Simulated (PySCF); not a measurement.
Isomers of C7H7O2 (doublet state), one GFN2-xTB conformer each. Single-point energies are computed at B3LYP/pcH-1 (PySCF, gas phase, no added dispersion term), electronic only. GFN2-xTB treats the open shell by occupation alone, and not every SCF solution was tested for stability.

```csv
SMILES,GFN2-xTB relative energy (kcal/mol)
C=CC1=C(C)[C]1OC=O,45.0
[H]/[C]=C\C1=C(C)[C@H]1OC=O,70.6
[CH2]C1=CC(=O)C(=O)CC1,0.0
CCC1=[C]C(=O)CC1=O,20.8
CC1=[C]C(=O)C(=O)CC1,17.1
```

Conformers: `[CH2:1]=[CH:2][C:3]1=[C:4]([CH3:5])[C:6]1[O:7][CH:8]=[O:9]` (doublet state) with C1–C2–C3–C4 179°, C4–C6–O7–C8 -1°, C6–O7–C8–O9 -1°; `[H]/[C:1]=[CH:2]\[C:3]1=[C:4]([CH3:5])[C@H:6]1[O:7][CH:8]=[O:9]` (doublet state) with C1–C2–C3–C4 -177°, C4–C6–O7–C8 -98°, C6–O7–C8–O9 1°; `[CH2:1][C:2]1=[CH:3][C:4](=[O:5])[C:6](=[O:7])[CH2:8][CH2:9]1` (doublet state) with H–C1–C2–C3 -177° and 2°, C2–C3–C4–O5 -171°, C3–C4–C6–O7 135°, C4–C6–C8–C9 66°, C6–C8–C9–C2 -54°; `[CH3:1][CH2:2][C:3]1=[C:4][C:5](=[O:6])[CH2:7][C:8]1=[O:9]` (doublet state) with C1–C2–C3–C4 105°; `[CH3:1][C:2]1=[C:3][C:4](=[O:5])[C:6](=[O:7])[CH2:8][CH2:9]1` (doublet state) with C2–C3–C4–O5 -141°, C3–C4–C6–O7 100°, C4–C6–C8–C9 71°, C6–C8–C9–C2 -28°.

Question: What does B3LYP/pcH-1 give for the same structures?

Answer: 
| SMILES | B3LYP/pcH-1 E (Eh) | B3LYP/pcH-1 (kcal/mol) | GFN2-xTB (kcal/mol) | point group |
| --- | --- | --- | --- | --- |
| [CH2]C1=CC(=O)C(=O)CC1 | -421.36669 | 0.0 | 0.0 | C1 |
| CCC1=[C]C(=O)CC1=O | -421.33493 | 19.9 | 20.8 | C1 |
| CC1=[C]C(=O)C(=O)CC1 | -421.31525 | 32.3 | 17.1 | C1 |
| C=CC1=C(C)[C]1OC=O | -421.27926 | 54.9 | 45.0 | near Cs |
| [H]/[C]=C\C1=C(C)[C@H]1OC=O | -421.25517 | 70.0 | 70.6 | C1 |

Both levels put the same isomer lowest; measured from each level's own lowest isomer, the values differ by up to 15.2 kcal/mol (CC1=[C]C(=O)C(=O)CC1: 17.1 against 32.3). As drawn, the highest has a three-membered ring, which the lowest lacks.
